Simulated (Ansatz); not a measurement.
Geometry optimisation, Ansatz, UKS PBE-D4/def2-SVP.

The input (input.yaml):

```yaml
crystal:
  periodic: [false, false, false]
  atoms:
    - { symbol: H, position_ang: [-0.1516, -0.3983, 0.2087] }
    - { symbol: Sn, position_ang: [0.9469, 1.2394, -0.8726] }
    - { symbol: C, position_ang: [-0.7832, -1.5584, 0.6164] }
    - { symbol: "N", position_ang: [-1.2525, -2.551, 0.9075] }
    - { symbol: H, position_ang: [-0.6413, 0.4709, -1.4878] }
    - { symbol: H, position_ang: [1.6049, 0.177, 0.5204] }
    - { symbol: H, position_ang: [0.2769, 2.6203, 0.1075] }
magnetization:
  spin_polarized: true
  initial_magnetization: 1
basis:
  gaussian: { orbitals: def2-SVP }
hamiltonian:
  xc: pbe
  dispersion: d4
relax:
  f_tol: 0.15
  max_steps: 25
  restrain:
    - { distance: [0, 2], at: 1.07, k: 30.0 }
    - { distance: [1, 0], at: 3.0, k: 30.0 }
output:
  orbitals: {}
```

Launched with:

```bash
$ ansatz run input.yaml --threads 2 --pin off --max-ram 3072MiB --backend cpu --events-out ev --progress --plain --runs-dir out
```

Task: Where does it end, and by what steps?

Result: It converged. The restraints hold the end off the free minimum. After 9 steps the energy has fallen by 1.445 eV (the restraints' own energy left out); H1 moved furthest, 0.71 Å. Joined: H1–C3.

```tsv
step	energy less start (eV)	largest force component (eV/Å)	accepted
0	0.0000	7.349	yes
1	-0.7987	1.807	yes
2	-0.9522	2.099	yes
3	-1.3701	0.586	yes
4	-1.4247	1.305	yes
5	-1.4402	0.279	yes
6	-1.4305	1.125	no
7	-1.4430	0.453	yes
8	-1.4448	0.387	yes
9	-1.4446	0.305	yes
```

```xyz
7
Properties=species:S:1:pos:R:3
H -0.027 -1.020 0.531
Sn 0.907 1.475 -0.857
C -0.765 -1.784 0.735
N -1.569 -2.603 0.952
H -0.434 0.720 -1.671
H 1.519 0.325 0.307
H 0.368 2.888 0.002
```

The run took 18 s on 2 threads of Arm Neoverse V1, on a shared host, peak memory 0.15 GiB.
